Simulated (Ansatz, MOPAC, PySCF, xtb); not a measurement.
Bond stretch in BO, doublet.

Levels: PM6, unrestricted, heats of formation (MOPAC); UHF/LANL2DZ = unrestricted Hartree-Fock/LANL2DZ (PySCF 2.14.0); GFN1-xTB (xtb); UCCSD(T) = CCSD(T) on UHF/cc-pVQZ, frozen core run with Ansatz (a first-principles code).

Energies relative to the lowest point of each curve near equilibrium, in kJ/mol; the last columns give the difference from UCCSD(T):

```tsv
R / Å	PM6	UHF/LANL2DZ	GFN1-xTB	UCCSD(T)	PM6 − UCCSD(T)	UHF/LANL2DZ − UCCSD(T)	GFN1-xTB − UCCSD(T)
0.92	397.5	767.1	689.8	673.0	-275.5	94.1	16.8
0.95	294.7	575.5	505.5	500.4	-205.7	75.1	5.0
1.03	109.6	233.5	187.3	195.7	-86.1	37.8	-8.4
1.09	35.9	94.3	66.1	74.6	-38.7	19.7	-8.5
1.12	15.2	51.8	31.8	38.7	-23.4	13.1	-6.9
1.19	0.0	3.7	0.2	1.1	-1.1	2.6	-1.0
1.20	1.0	1.5	0.0	0.0	1.0	1.5	0.0
1.22	5.1	0.0	2.2	0.3	4.8	-0.3	2.0
1.28	31.6	14.1	25.8	18.0	13.6	-3.9	7.8
1.34	74.9	48.8	67.6	54.4	20.5	-5.6	13.2
1.40	130.0	146.1	120.8	102.9	27.1	43.2	17.9
1.48	215.2	167.1	201.4	—	—	—	—
1.63	387.0	218.7	360.3	—	—	—	—
1.83	577.8	300.7	551.7	—	—	—	—
1.97	665.1	353.2	647.3	—	—	—	—
2.12	731.4	388.1	720.7	—	—	—	—
2.42	—	411.0	839.7	—	—	—	—
2.63	—	422.4	906.7	—	—	—	—
2.93	—	418.4	977.8	—	—	—	—
3.24	—	417.1	1025.8	—	—	—	—
3.56	—	417.1	—	—	—	—	—
4.24	—	417.8	—	—	—	—	—
4.77	—	418.3	—	—	—	—	—
```

PM6 is furthest from UCCSD(T) at 0.92 (-275.5 kJ/mol, below); its mean absolute difference over the points is 63.4 kJ/mol.

UHF/LANL2DZ is furthest from UCCSD(T) at 0.92 (94.1 kJ/mol, above); its mean absolute difference over the points is 27.0 kJ/mol.

GFN1-xTB is furthest from UCCSD(T) at 1.40 (17.9 kJ/mol, above); its mean absolute difference over the points is 8.0 kJ/mol.

A dash means that the run gave no value there, or that the column was ended at a point which the program doubted or which failed a test of continuity chosen for this set; such a test can also cut sound points.

The unrestricted determinant behind UHF/LANL2DZ is spin-contaminated at 1.22 to 4.77 Å (<S²> up to 1.8, against 0.75 for a pure doublet). The unrestricted determinant behind UCCSD(T) is spin-contaminated at 1.34 to 4.77 Å (<S²> up to 1.8, against 0.75 for a pure doublet).
